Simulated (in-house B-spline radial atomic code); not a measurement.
Ba: [Xe] 6s2

Method: Dirac-Kohn-Sham BP86, spherical fractional occupations, Fermi nucleus of rms radius 4.8378 fm. Calculated with a radial B-spline atomic code at the basis-set limit.

Screening seen three ways: the hydrogenic charge with the same mean radius, Z_r = [3n² - l(l+1)]/(2<r>), the one with the same energy, Z_e = n√(-2ε), and Slater's rules. Values are occupation-weighted means over j. An effective charge above Z reflects the relativistic contraction of the inner shells.

```csv
shell,electrons,ε (eV),<r> (bohr),Z_r,Z_e,Slater
1s,2,-37232,0.02558,58.64,52.31,55.70
2s,2,-5882.7,0.1093,54.90,41.59,51.85
2p,6,-5287.1,0.09592,52.13,39.43,51.85
3s,2,-1241.9,0.2916,46.29,28.66,44.75
3p,6,-1049.5,0.2895,43.18,26.35,44.75
3d,10,-764.07,0.2666,39.38,22.48,34.85
4s,2,-243.66,0.6739,35.62,16.93,28.25
4p,6,-181.35,0.7151,32.16,14.60,28.25
4d,10,-89.628,0.8008,26.22,10.27,16.85
5s,2,-33.72,1.639,22.89,7.87,10.25
5p,6,-18.857,1.921,19.00,5.89,10.25
6s,2,-3.3521,4.751,11.37,2.98,2.85
```

The least bound orbital is 6s1/2 at -3.352 eV, and it is also the most diffuse (<r> = 4.751 bohr).

Spin-orbit splittings of the orbital energies (j = l + 1/2 above j = l - 1/2 when positive): 2p 381.9 eV, 3p 73.81 eV, 3d 15.73 eV, 4p 15.39 eV, 4d 2.615 eV, 5p 2.077 eV.

For the 1s electron the small component carries 4.28 % of the norm, the zero-frequency Breit interaction raises the level by 97.82 eV, self-energy by 56.71 eV, and vacuum polarisation lowers it by 8.194 eV.
